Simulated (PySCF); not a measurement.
Al(Cl)(GeH3)(H) (AlClGeH4), SMILES [AlH]([Cl])[GeH3]. Atoms are numbered in the order given.

```xyz
7

Al    -0.8586     0.7885     0.0000
Cl     0.4646     2.4356     0.0000
Ge     0.1415    -1.4648     0.0000
H     -0.9270    -2.5766     0.0000
H      1.0335    -1.6722    -1.2410
H      1.0335    -1.6722     1.2410
H     -2.4031     1.1380     0.0000
```
Charge 0, spin multiplicity 1.

The structure is a stationary point at PBE0-D3(BJ)/def2-SVP.

Method: HF/def2-TZVPD in PySCF.

Symmetry labels are those of the subgroup Cs that the program uses (full group Cs).

Question: List the valence orbital energies around the gap with their symmetry. (An estimate is asked for; the answer gives what the named calculation found.)

Answer: 
```csv
orbital,symmetry,energy (eV)
HOMO−7,A',-19.87
HOMO−6,A',-15.60
HOMO−5,A',-13.36
HOMO−4,A",-12.92
HOMO−3,A',-12.74
HOMO−2,A",-12.69
HOMO−1,A',-12.69
HOMO,A',-10.36
LUMO,A",0.66
LUMO+1,A',1.26
LUMO+2,A',1.88
LUMO+3,A',2.12
```
